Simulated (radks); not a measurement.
Numerical settings for the silicon ion Si+, [Ne] 3s2 3p1. All-electron calculation, scalar-relativistic Kohn-Sham, PBE, spin-unpolarised, spherical densities, point nucleus. Program: a radial shooting solver on a logarithmic mesh with Libxc functionals. The defaults (mesh step 0.008 in ln r, mesh end at 40 bohr or more with all orbitals vanishing there, Anderson mixing 0.5 over 9 steps, residual threshold near 1e-9 with the energy settled to 1e-9 hartree or 1e-11 of itself, here a cap of 65 iterations) give E = -289.5524 hartree and 3p at -11.656 eV in 14 iterations. Times are rough (one thread of a shared host). Changes against that run (0 stands for a change within the tolerance of the run):

| setting | iterations | converged | E (mhartree) | e(3p) (meV) | CPU (s) |
|---|---|---|---|---|---|
| mesh step in ln r 0.005 | 14 | yes | 0 | 0 | 0.1 |
| mesh step in ln r 0.02 | 14 | yes | 0 | 0 | 0.03 |
| mesh step in ln r 0.12 | 4 | no | diverged | - | 0.01 |
| mesh end (bohr) 400 | 14 | yes | 0 | 0 | 0.08 |
| mesh end (bohr) 5 | 14 | yes | +32 | +1.11e+03 | 0.06 |
| residual threshold 1e-13 | 20 | yes | 0 | 0 | 0.08 |
| residual threshold 0.01 | 9 | yes | 0 | +0.0565 | 0.06 |
| mixing 0.2 | 16 | yes | 0 | 0 | 0.08 |
| linear mixing, mixing 0.5 | 30 | yes | 0 | 0 | 0.13 |
| linear mixing, mixing 0.05 | 65 | no | +0.125 | -151 | 0.27 |
| mixing history 20 | 16 | yes | 0 | 0 | 0.07 |
| iteration cap 2 | 2 | no | +187 | -7.14e+03 | 0.01 |

Settings that end as converged yet miss the energy by more than 1 mhartree: mesh end (bohr) 5 (+0.032 hartree). A mesh that ends early acts as a hard wall.
